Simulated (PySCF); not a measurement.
Exercise with solution: entropy of an ideal gas

In(H)(Br)(OH) (BrH2InO), SMILES [InH]([Br])[OH].

Geometry optimised at B3LYP-D3(BJ)/def2-SVP. The def2 effective core potentials stand for the cores of In; spin–orbit coupling is left out. The values are those of a single conformer.

B3LYP-D3(BJ)/def2-SVP run with PySCF gives the harmonic wavenumbers 117, 251, 296, 371, 449, 605, 799, 1811, 3815 cm⁻¹ and the rotational temperatures 0.4819, 0.0685, 0.0600 K. The molar mass is 212.74 g/mol, the symmetry number 1, the spin multiplicity 1.

Work out the entropy at 298.15 K and 1 atm in the rigid-rotor, harmonic-oscillator model.


Translation (Sackur–Tetrode at 1 atm): S = R[1.5 ln M + 2.5 ln T − 1.16487] = 175.6 J/(mol K).
Rotation: q = (√π/σ) T^1.5/√(θA θB θC) = 205000, S = R[ln q + 3/2] = 114.2 J/(mol K).
Vibration: with u = 1.4388 ν/T, each mode gives R[u/(e^u − 1) − ln(1 − e^−u)]:
| ν (cm⁻¹) | modes | u | S (J/(mol K)) |
|---|---|---|---|
| 117 | 1 | 0.56 | 13.18 |
| 251 | 1 | 1.21 | 7.21 |
| 296 | 1 | 1.43 | 6.02 |
| 371 | 1 | 1.79 | 4.50 |
| 449 | 1 | 2.17 | 3.34 |
| 605 | 1 | 2.92 | 1.85 |
| 799 | 1 | 3.86 | 0.87 |
| 1811 | 1 | 8.74 | 0.01 |
The stiffer modes add less than 0.005 each. Sum 37.0 J/(mol K).
Spin: R ln 1 = 0.0 J/(mol K).
Total 326.7 J/(mol K); the program's own thermochemistry gives 326.8. Translation makes up 54 % and vibration 11 %. Anharmonicity, hindered rotation and orbital degeneracy are left out.
